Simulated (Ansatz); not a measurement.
Geometry optimisation, RKS PBE-D4/def2-SVP (Ansatz).

input.yaml

```yaml
crystal:
  periodic: [false, false, false]
  atoms:
    - { symbol: C, position_ang: [-1.1152, -0.179, 1.1304] }
    - { symbol: O, position_ang: [-0.2098, -0.8169, 0.3362] }
    - { symbol: C, position_ang: [0.5336, 0.1177, -0.4065] }
    - { symbol: O, position_ang: [1.5961, 0.7158, 0.4434] }
    - { symbol: Te, position_ang: [1.5746, -0.949, -1.9838] }
    - { symbol: H, position_ang: [-1.9081, 0.4003, 0.4733] }
    - { symbol: H, position_ang: [-0.6573, 0.5896, 1.8209] }
    - { symbol: H, position_ang: [-1.6738, -0.8614, 1.7246] }
    - { symbol: H, position_ang: [-0.0639, 0.9131, -0.8381] }
    - { symbol: H, position_ang: [1.957, 1.4227, -0.0623] }
    - { symbol: H, position_ang: [0.0322, -1.4099, -2.6175] }
basis:
  gaussian: { orbitals: def2-SVP }
hamiltonian:
  xc: pbe
  dispersion: d4
relax:
  f_tol: 0.015
  max_steps: 40
```

Command:

```bash
$ ansatz run input.yaml --threads 2 --pin off --max-ram 3072MiB --backend cpu --events-out ev --progress --plain --runs-dir out
```

Problem. Where does it end, and by what steps?

Solution. The forces met the threshold. The force dipped under the threshold on the way, but the program's further checks kept it going. After 15 steps the energy has fallen by 0.430 eV; H11 moved furthest, 0.54 Å.

```json
{"step": "0", "energy less start (eV)": "0.0000", "largest force component (eV/Å)": "3.187", "accepted": "yes"}
{"step": "1", "energy less start (eV)": "-0.2906", "largest force component (eV/Å)": "1.427", "accepted": "yes"}
{"step": "2", "energy less start (eV)": "-0.3858", "largest force component (eV/Å)": "0.629", "accepted": "yes"}
{"step": "3", "energy less start (eV)": "-0.4090", "largest force component (eV/Å)": "0.469", "accepted": "yes"}
{"step": "4", "energy less start (eV)": "-0.4198", "largest force component (eV/Å)": "0.098", "accepted": "yes"}
{"step": "5", "energy less start (eV)": "-0.4223", "largest force component (eV/Å)": "0.062", "accepted": "yes"}
{"step": "6", "energy less start (eV)": "-0.4242", "largest force component (eV/Å)": "0.211", "accepted": "yes"}
{"step": "7", "energy less start (eV)": "-0.4283", "largest force component (eV/Å)": "0.073", "accepted": "yes"}
{"step": "8", "energy less start (eV)": "-0.4195", "largest force component (eV/Å)": "0.433", "accepted": "no"}
{"step": "9", "energy less start (eV)": "-0.4243", "largest force component (eV/Å)": "0.203", "accepted": "no"}
{"step": "10", "energy less start (eV)": "-0.4293", "largest force component (eV/Å)": "0.014", "accepted": "yes"}
{"step": "11", "energy less start (eV)": "-0.4297", "largest force component (eV/Å)": "0.105", "accepted": "yes"}
{"step": "12", "energy less start (eV)": "-0.4292", "largest force component (eV/Å)": "0.113", "accepted": "no"}
{"step": "13", "energy less start (eV)": "-0.4303", "largest force component (eV/Å)": "0.023", "accepted": "yes"}
{"step": "14", "energy less start (eV)": "-0.4303", "largest force component (eV/Å)": "0.019", "accepted": "yes"}
{"step": "15", "energy less start (eV)": "-0.4304", "largest force component (eV/Å)": "0.006", "accepted": "yes"}
```

```xyz
11
Properties=species:S:1:pos:R:3
C -1.145 -0.095 1.251
O -0.226 -0.787 0.407
C 0.518 0.051 -0.389
O 1.439 0.751 0.389
Te 1.612 -1.213 -1.903
H -1.853 0.527 0.653
H -0.619 0.562 1.976
H -1.718 -0.865 1.800
H -0.129 0.739 -0.995
H 1.860 1.423 -0.182
H 0.327 -1.150 -2.987
```

Whether the end is a true minimum wasn't checked by a vibrational analysis.

Run time: 44 s on 2 threads of Arm Neoverse V1, on a shared host, peak memory 0.15 GiB.
